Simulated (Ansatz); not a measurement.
## Energy differences in GaH

Program: Ansatz, Gaussian basis, development build. Basis cc-pwCVTZ-PP on Ga, cc-pVTZ on H, scalar-relativistic core potentials (10 electrons on Ga), no spin–orbit coupling, 4 orbitals frozen in the corrections; active space CAS(4,5), shells under the valence barred from it. Restricted Hartree–Fock, then the lowest state-specific CASSCF solution met for each case. Coupled cluster stands on the determinant that it favours, not always the lowest RHF. Single-reference values can break down or jump between states where bonds are stretched. Solutions in different active orbitals can move differences by tenths of an eV and at times more than 1 eV.

Case A, singlet: bond length 1.9113 Å. A bond is stretched, to 1.25 times the sum of the covalent radii.

Case B, triplet: bond length 1.6620 Å.

Case C, singlet: bond length 1.6620 Å.

Energy less that of case A, in eV:

```tsv
case	RHF/ROHF	CASSCF	CCSD(T)
B	+1.410	+1.925	+1.979
C	-0.219	-0.141	-0.218
```

(1) Give the SC-NEVPT2 energies against case A.

(2) Which case is lowest, and do the methods agree?

## Answers

(1) B: +2.021 eV (46.6 kcal/mol); C: -0.201 eV (-4.6 kcal/mol).

(2) C is lowest in SC-NEVPT2. Of the methods shown, RHF/ROHF, CASSCF, CCSD(T) agree.
